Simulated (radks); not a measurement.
Spin polarisation of the 3d1 shell in Sc+. Start: [Ar] 3d(up 0.5, down 0.5) 4s(up 0.5, down 0.5); electrons of 3d are moved from spin down to spin up, other shells keep equal spins. Method: scalar-relativistic Kohn-Sham, LDA (Slater exchange, Perdew-Wang correlation), spin-polarised, spherical densities, point nucleus; computed with a radial shooting solver on a logarithmic mesh with Libxc functionals.

| moment (Bohr magnetons) | E - E(0) (eV) | e(3d up) (eV) | e(3d down) (eV) | 4s down minus up (eV) |
|---|---|---|---|---|
| 0 | 0.000 | -10.229 | -10.229 | 0.000 |
| 0.25 | -0.011 | -10.315 | -10.138 | 0.085 |
| 0.5 | -0.044 | -10.395 | -10.041 | 0.171 |
| 0.75 | -0.100 | -10.469 | -9.938 | 0.257 |
| 1 | -0.177 | -10.537 | -9.828 | 0.344 |

At moment 1 the spin-polarisation energy is -0.177 eV and the 3d exchange splitting 0.709 eV, that is 0.709 eV per Bohr magneton; E = -I m^2/4 would give I = 0.708 eV.
